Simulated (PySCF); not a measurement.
All values below come from B3LYP-D3(BJ)/def2-TZVP // B3LYP-D3(BJ)/def2-SVP (PySCF 2.14.0). Isolated molecules, 0 K electronic values unless said otherwise. One relaxed conformer stands for a flexible species; it need not be the lowest. B3LYP has the VWN-RPA correlation part, as in Gaussian. Excitations are Tamm–Dancoff values on a coarser integration grid. The basis has no diffuse functions, so Rydberg states are missing or too high.

Reference species (SMILES): `C=CC(=C)c1ccc([SiH3])cc1` (C–C–C–C torsion -170°, C–C–C–C torsion -127°) (neutral, multiplicity 1).

```
Item                                          Result
-------------------------------------------  -------
HOMO–LUMO gap                                5.06 eV
brightest of the four lowest singlets (TDA)  5.00 eV
T1 excitation (TDA)                          3.06 eV
```

After one change: the HOMO–LUMO gap falls by 0.96 eV; the brightest of the four lowest singlets (TDA) falls by 0.67 eV; the T1 excitation (TDA) falls by 0.61 eV.

### Question
What was changed between the two runs? The new species is one of these.
(A) `C=CC(=C)c1cccc([SiH3])c1` (C–C–C–C torsion 171°, C–C–C–C torsion 126°)
(B) `C=C/C=C(\[SiH3])c1ccccc1` (C–C–C–C torsion -178°, Si–C–C–C torsion -142°)
(C) `C=C/C=C/c1ccc([SiH3])cc1` (C–C–C–C torsion 180°, C–C–C–C torsion -2°)
(D) `C=C/C([SiH3])=C/c1ccccc1` (C–C–C–Si torsion -10°, C–C–C–C torsion -148°)

### Answer
C, `C=C/C=C/c1ccc([SiH3])cc1` (C–C–C–C torsion 180°, C–C–C–C torsion -2°)
